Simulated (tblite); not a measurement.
Compound: C5H9BBrP.
SMILES with atom numbers: `[CH:1]#[C:2][CH2:3][C:4](=[CH2:5])[B@@H-:6]([PH3+:7])[Br:8]` (hydrogens: H9 on C1; H10, H11 on C3; H12, H13 on C5; H14 on B6; H15, H16, H17 on P7)
Bond orders are those of one Lewis drawing.

Computed with GFN2-xTB (tblite), gas phase: L-BFGS steps from a force-field or distance-geometry start until the largest atomic force falls under 0.01 eV/Å.

Step 15: E = -627.2444 eV
```
atom  x, y, z in Å  |  force x, y, z in eV/Å
C1      2.7853    0.5768    1.3790    0.166   0.132   0.321
C2      2.2439    0.1896    0.3883   -0.155  -0.113  -0.263
C3      1.5770   -0.2855   -0.8068    0.047  -0.034  -0.023
C4      0.1023    0.0680   -0.7881   -0.035  -0.016  -0.018
C5     -0.2620    1.3384   -0.9121   -0.020   0.104   0.064
B6     -0.9529   -1.1219   -0.5790    0.032  -0.110   0.010
P7     -1.9311   -0.7387    1.0635    0.025   0.045   0.029
Br8    -2.4682   -1.1411   -1.8922   -0.066   0.061   0.076
H9      3.2852    0.9180    2.2359   -0.026   0.005   0.005
H10     1.7043   -1.3667   -0.8661    0.016  -0.110   0.000
H11     2.0748    0.1515   -1.6763   -0.050   0.109  -0.042
H12    -1.3001    1.6409   -0.8993   -0.016  -0.032  -0.022
H13     0.4495    2.1394   -1.0397    0.030  -0.004  -0.038
H14    -0.4902   -2.2150   -0.4891   -0.017   0.018   0.051
H15    -2.8152    0.3239    1.0670    0.104  -0.026  -0.098
H16    -1.2227   -0.4224    2.2134   -0.048  -0.027   0.005
H17    -2.7868   -1.6900    1.5916    0.012  -0.002  -0.057
```

Step 16: E = -627.2483 eV
```
atom  x, y, z in Å  |  force x, y, z in eV/Å
C1      2.7841    0.5777    1.3778    0.139   0.114   0.283
C2      2.2416    0.1911    0.3871   -0.111  -0.117  -0.226
C3      1.5800   -0.2859   -0.8100    0.021  -0.014  -0.004
C4      0.1029    0.0674   -0.7853   -0.014  -0.054  -0.082
C5     -0.2610    1.3381   -0.9103   -0.016   0.076   0.054
B6     -0.9566   -1.1222   -0.5775    0.131  -0.100   0.008
P7     -1.9271   -0.7415    1.0649    0.006   0.050   0.048
Br8    -2.4794   -1.1417   -1.8768   -0.084   0.074   0.053
H9      3.2810    0.9180    2.2363   -0.019   0.014   0.017
H10     1.7163   -1.3671   -0.8721   -0.024  -0.065   0.002
H11     2.0795    0.1576   -1.6768   -0.089   0.092  -0.024
H12    -1.3018    1.6348   -0.9028    0.032  -0.002  -0.008
H13     0.4544    2.1369   -1.0367   -0.021  -0.009  -0.039
H14    -0.4901   -2.2132   -0.4961   -0.012  -0.011   0.059
H15    -2.8063    0.3228    1.0573    0.083   0.007  -0.098
H16    -1.2316   -0.4236    2.2216   -0.025  -0.025   0.011
H17    -2.7930   -1.6840    1.5895    0.003  -0.029  -0.056
```

Step 17: E = -627.2517 eV
```
atom  x, y, z in Å  |  force x, y, z in eV/Å
C1      2.7831    0.5790    1.3780    0.038   0.042   0.107
C2      2.2399    0.1920    0.3859   -0.006  -0.071  -0.068
C3      1.5832   -0.2866   -0.8137   -0.010   0.006   0.014
C4      0.1034    0.0663   -0.7851    0.017  -0.064  -0.114
C5     -0.2600    1.3382   -0.9076   -0.002   0.005   0.031
B6     -0.9574   -1.1244   -0.5765    0.170  -0.050   0.008
P7     -1.9233   -0.7436    1.0668    0.003   0.025   0.038
Br8    -2.4919   -1.1411   -1.8611   -0.084   0.080   0.044
H9      3.2772    0.9185    2.2379   -0.012   0.023   0.031
H10     1.7269   -1.3687   -0.8778   -0.055   0.001  -0.003
H11     2.0826    0.1652   -1.6778   -0.117   0.057   0.000
H12    -1.3029    1.6294   -0.9062    0.063   0.029   0.009
H13     0.4587    2.1349   -1.0344   -0.062  -0.011  -0.034
H14    -0.4897   -2.2127   -0.5020    0.002  -0.056   0.062
H15    -2.7968    0.3221    1.0470    0.055   0.048  -0.095
H16    -1.2409   -0.4250    2.2298    0.001  -0.018   0.030
H17    -2.7992   -1.6784    1.5869   -0.002  -0.046  -0.058
```

Step 18: E = -627.2554 eV
```
atom  x, y, z in Å  |  force x, y, z in eV/Å
C1      2.7819    0.5807    1.3790   -0.083  -0.046  -0.108
C2      2.2389    0.1921    0.3847    0.110  -0.004   0.125
C3      1.5865   -0.2873   -0.8174   -0.032   0.024   0.027
C4      0.1043    0.0643   -0.7875    0.045  -0.052  -0.108
C5     -0.2588    1.3379   -0.9044    0.017  -0.079  -0.006
B6     -0.9551   -1.1277   -0.5756    0.146   0.010   0.009
P7     -1.9193   -0.7454    1.0693    0.010  -0.010   0.005
Br8    -2.5063   -1.1390   -1.8440   -0.062   0.079   0.052
H9      3.2732    0.9196    2.2403   -0.008   0.028   0.038
H10     1.7366   -1.3702   -0.8836   -0.076   0.067  -0.013
H11     2.0836    0.1742   -1.6790   -0.126   0.018   0.019
H12    -1.3029    1.6246   -0.9094    0.073   0.054   0.026
H13     0.4619    2.1328   -1.0327   -0.084  -0.008  -0.025
H14    -0.4890   -2.2139   -0.5071    0.021  -0.105   0.058
H15    -2.7862    0.3225    1.0350    0.029   0.084  -0.088
H16    -1.2505   -0.4268    2.2390    0.022  -0.008   0.051
H17    -2.8058   -1.6734    1.5834   -0.001  -0.052  -0.063
```

**Question.** Estimate the geometry and energy of step 19. (The exact step hangs on the optimiser's Hessian estimate; all steps are aligned on step 18, rigid shifts and turns removed.)

**Answer.** E = -627.2602 eV, largest force 0.385 eV/Å
```
atom  x, y, z in Å  |  force x, y, z in eV/Å
C1      2.7801    0.5828    1.3803   -0.194  -0.129  -0.306
C2      2.2386    0.1912    0.3837    0.211   0.066   0.306
C3      1.5902   -0.2877   -0.8214   -0.041   0.038   0.034
C4      0.1062    0.0608   -0.7923    0.063  -0.024  -0.066
C5     -0.2570    1.3361   -0.9003    0.033  -0.158  -0.062
B6     -0.9492   -1.1319   -0.5740    0.070   0.057   0.012
P7     -1.9139   -0.7477    1.0725    0.019  -0.039  -0.038
Br8    -2.5259   -1.1343   -1.8208   -0.013   0.072   0.074
H9      3.2676    0.9215    2.2437   -0.007   0.028   0.036
H10     1.7473   -1.3709   -0.8913   -0.091   0.127  -0.026
H11     2.0818    0.1863   -1.6801   -0.110  -0.024   0.032
H12    -1.3014    1.6194   -0.9130    0.063   0.073   0.046
H13     0.4642    2.1298   -1.0312   -0.089   0.001  -0.012
H14    -0.4879   -2.2174   -0.5118    0.040  -0.148   0.044
H15    -2.7716    0.3245    1.0172    0.009   0.107  -0.069
H16    -1.2623   -0.4294    2.2517    0.035   0.001   0.067
H17    -2.8138   -1.6683    1.5771    0.004  -0.048  -0.070
```

The energy changes by -0.0048 eV. The first-order estimate −F·Δx gives -0.0064 eV and the mean of the old and new forces, exact on a quadratic surface, -0.0048 eV. The step makes an angle of 73° with the force vector and moves no atom by more than 0.031 Å.

The cost below is that of the whole relaxation. Time: 1.9 s wall. Hardware: an Arm Neoverse N1 with one thread, shared host with 64 logical CPUs at a one-minute load of 61.
